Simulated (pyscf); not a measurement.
PySCF, gas phase, ωB97X-D3(BJ)/def2-SVP geometries. Correlated levels are frozen-core, on RHF or UHF. ΔMP2 is the change of the MP2 total energy from the triple- to the quadruple-zeta basis.

**Question.** Estimate the classical barrier height and the reaction energy of [O–SiH=O]• → [O=Si–OH]• at CCSD(T)/def2-TZVPP + ΔMP2(QZVPP). The step runs on the doublet surface, breaks H–Si and forms H–O; take the reactant's lowest minimum found as zero.

**Answer.** ΔE‡ = 11.9 kcal/mol, ΔE = -37.0 kcal/mol. Zero-point energy shifts the barrier by -1.8 kcal/mol. It is a hydrogen shift, with an imaginary mode of 1391i cm⁻¹. This is the saddle that the search found; another between the same sides may lie lower. The CCSD(T) − MP2 part came from Ansatz, without density fitting, on the same reference.
